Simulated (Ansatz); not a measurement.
The molecule SiS, closed-shell singlet (the spin of the measured ground state).

Constants: fifth-degree fit in 1/R to seven points, most abundant isotopes. Runs in def2 and cc sets follow the lowest solution found near the PBE0 minimum. The singlet is held restricted.

Frozen-core correlation. CBS: X⁻³ extrapolation of the correlation energy, Hartree–Fock from the larger set.

Codes used: Ansatz (Gaussian basis) for Hartree–Fock, density functionals and correlated methods. Values without a source in brackets are computed.

Quantity: ω_e, from seven points a level.

Costs are ratios of core time to PBE/def2-TZVPP (roughly 9 s), for whole runs (searches for the state included, and forces where a run took them) on one shared machine, so rough; each error counts from the measured 749.65 cm⁻¹ [Irikura, J. Phys. Chem. Ref. Data 36, 389 (2007)].

| level | basis functions | cost | error (cm⁻¹) |
|---|---|---|---|
| SVWN5/def2-TZVPP | 84 | ×0.9 | -8 |
| PBE/def2-TZVPP | 84 | ×1 | -24 |
| B3LYP/def2-TZVPP | 84 | ×1 | -2 |
| B2PLYP/def2-TZVPP | 84 | ×1 | -7 |
| CAM-B3LYP/def2-TZVPP | 84 | ×1 | 33 |
| B97M-V/def2-TZVPP | 84 | ×2 | 16 |
| CCSD(T)/def2-TZVPP | 84 | ×2 | -4 |
| CCSD(T)/aug-cc-pV(T+d)Z | 110 | ×6 | -11 |
| CCSD(T)/def2-QZVPP | 140 | ×10 | 0 |
| CCSD(T)/CBS(def2-TZVPP, def2-QZVPP) | - | ×10 | 4 |
| CCSD(T)/aug-cc-pV(Q+d)Z | 178 | ×20 | -2 |
| CCSD(T)/CBS(aug-cc-pV(T+d)Z, aug-cc-pV(Q+d)Z) | - | ×30 | 4 |

What the step from CCSD(T)/aug-cc-pV(T+d)Z to CCSD(T)/aug-cc-pV(Q+d)Z costs and buys: 110 to 178 functions, cost ×4 (rough); the error goes from -11 to -2 cm⁻¹.

Ansatz is a quantum-chemistry and plane-wave program.
